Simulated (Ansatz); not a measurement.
`ClC[CH2][GeH3]` + `CN[SiH3]` → `C[N]([SiH3])[GeH3]` + `CCCl` at 400 K and 1 bar (ligand exchange at a Ge–C bond).

Calculated with Ansatz (gas phase, PBE0-D4/def2-TZVP geometries, no zero-point term in ΔE). CCSD(T)/CBS adds triple-zeta CCSD(T) − MP2 to the extrapolated MP2 energy (def2 sets, frozen cores). For Ge outer-core shells are correlated without core-valence functions, which leaves a few kJ/mol of doubt a bond. Scalar relativity is left out up to krypton. Each species was taken in one conformer, which may not be the lowest.

```csv
species,CCSD(T)/CBS energy (Eh),H − E (kJ/mol),S (J/(mol·K))
`ClC[CH2][GeH3]`,-2616.20171,240.8,374.0
`CN[SiH3]`,-386.04948,233.7,327.3
`C[N]([SiH3])[GeH3]`,-2463.36560,279.5,406.3
`CCCl`,-538.89655,195.0,294.4
```

H − E and S are ideal-gas, rigid-rotor, harmonic terms from PBE0-D4/def2-TZVP, for one conformer and one mirror image of each species. 1 Eh = 2625.50 kJ/mol, R = 8.31446 J/(mol·K).

**Question.** By hand: ΔE, ΔH, ΔS and ΔG.

**Answer.** ΔE = (-2463.36560) + (-538.89655) − (-2616.20171) − (-386.04948) = -0.01096 Eh = -28.8 kJ/mol. Δ(H − E) = 279.5 + 195.0 − 240.8 − 233.7 = 0.0, so ΔH = -28.8 kJ/mol. ΔS = 406.3 + 294.4 − 374.0 − 327.3 = -0.6 J/(mol·K). ΔG = -28.8 − 400 × (-0.6)/1000 = -28.6 kJ/mol.

**Question.** By hand: the equilibrium constant, and the temperature at which ΔG would vanish if ΔH and ΔS stayed fixed.

**Answer.** log₁₀ K = −ΔG/(RT ln 10) = 3.7. ΔG = 0 at ΔH/ΔS = 48000 K, far beyond where these terms or the molecules hold.

The number of gas molecules stays the same, so ΔS is small and ΔH decides. A doubt of 5 kJ/mol in ΔE shifts log₁₀ K by 0.7 here. Other conformers and mirror images would add mixing entropy, several J/(mol·K) or more a flexible species. These are equilibria of isolated gas molecules and say nothing of rates. Largest T1 diagnostic: 0.011 (customary marks: 0.02 for closed shells, 0.045 for open ones).
